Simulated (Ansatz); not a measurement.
Two isomers of CH6GeOSi: A = `O[SiH]1[CH2][GeH2]1`, B = `[SiH3][CH]1[O][GeH2]1`.

Calculated with Ansatz (gas phase, PBE0-D4/def2-TZVP geometries, no zero-point term in ΔE). CCSD(T)/CBS is the MP2 limit (def2-TZVPP, def2-QZVPP) plus CCSD(T) − MP2 in def2-TZVPP, frozen cores. DFT in def2-TZVPP. B3LYP here is the variant with VWN-RPA as its local correlation; programs differ in this. For Ge outer-core shells are correlated without core-valence functions, which leaves a few kJ/mol of doubt a bond. Scalar relativity is left out up to krypton. Each species was taken in one conformer, which may not be the lowest.

A:

```xyz
10

O    -1.176   -1.165   -1.511
Si    0.071   -0.252   -0.954
C     0.642   -0.638    0.760
Ge   -0.137    1.244    0.779
H    -1.779   -0.760   -2.136
H     1.123   -0.020   -1.976
H     0.043   -1.338    1.339
H     1.704   -0.751    0.959
H     0.885    2.348    1.066
H    -1.376    1.332    1.675
```

B:

Z-matrix (Å, degrees):
```
Si
C 1 1.870
H 1 1.488 2 111.2
H 1 1.487 2 109.1 3 120.1
H 1 1.488 2 109.0 3 -120.3
O 2 1.446 1 115.9 3 -67.4
Ge 2 1.906 1 121.0 3 -141.6
H 2 1.094 1 116.8 3 70.1
H 7 1.525 2 121.3 1 13.7
H 7 1.526 2 120.9 1 -162.2
```

Task: Which isomer does CCSD(T)/CBS put lower? Give the gap. (Estimate.)

Result: Ansatz gave: A, by 172.5 kJ/mol.

Task: Give E(B) − E(A) in kJ/mol with B3LYP, B2PLYP, PBE-D4, B3LYP-D4, ωB97M-V, CCSD/def2-TZVPP, HF/def2-TZVPP. (Best estimate.)

Result: Ansatz gave: B3LYP 168.8, B2PLYP 168.8, PBE-D4 168.1, B3LYP-D4 168.5, ωB97M-V 175.4, CCSD/def2-TZVPP 172.8, HF/def2-TZVPP 176.2. None reverses the order clearly.

Largest T1 diagnostic: 0.014.

From PBE to PBE0 (25 % exact exchange), in def2-TZVPP and without D4, E(B) − E(A) moves by +11.7 kJ/mol.
